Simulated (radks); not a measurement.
Values are calculated unless marked as measured or tabulated.
Q: The mean radii <r> (bohr) of the occupied orbitals of an atom or ion are listed with their occupations. Level of theory: scalar-relativistic Kohn-Sham, MS2 meta-GGA, spin-polarised, spherical densities, finite nucleus; meta-GGA in the generalised Kohn-Sham scheme; Fermi nuclear charge, rms radius of each element as measured or else 0.836 A^(1/3) + 0.57 fm (a radial shooting solver on a logarithmic mesh with Libxc functionals).

orbital  occ.      <r>
1s down     1  0.03608
1s up       1  0.03608
2s up       1   0.1578
2s down     1   0.1578
2p up       3   0.1377
2p down     3   0.1377
3s up       1   0.4416
3s down     1   0.4416
3p up       3   0.4451
3p down     3   0.4450
3d up       5   0.4332
3d down     5   0.4330
4s up       1    1.162
4s down     1    1.156
4p up       3    1.296
4p down     3    1.284
4d up       3    1.839

Name the element and its charge. Open shells, if any, are filled with parallel spins first.

A: Z = 41, niobium, charge +2: Nb2+ in [Kr] 4d3. The 1s radius gives Z: for a bare nucleus <r> = (2 gamma + 1)/(2Z) with gamma = sqrt(1 - (Z/c)^2), 0.03547 bohr for Z = 41, and screening makes it slightly larger (0.03608 here). The occupations add up to 39, and the charge is Z minus that.
